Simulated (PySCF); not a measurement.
SMILES [BH]Cl (HBCl), doublet (PBE0/def2-SVP optimised geometry):

```
3

B     -0.132    -0.718     0.000
Cl    -1.075     0.718     0.000
H      1.075    -0.718     0.000
```

Computed with unrestricted PBE0/def2-TZVP (PySCF).

What are the frontier orbital energies (α orbitals alone; a β orbital can be the lowest empty one) and the dipole moment?

HOMO-2 -10.49 eV, HOMO-1 -10.35 eV, HOMO -6.19 eV, LUMO -2.10 eV, LUMO+1 1.78 eV; dipole moment 0.49 D.

Meta-Löwdin charges at PBE0/def2-TZVP: B1 -0.06, Cl2 0.02, H3 0.04.
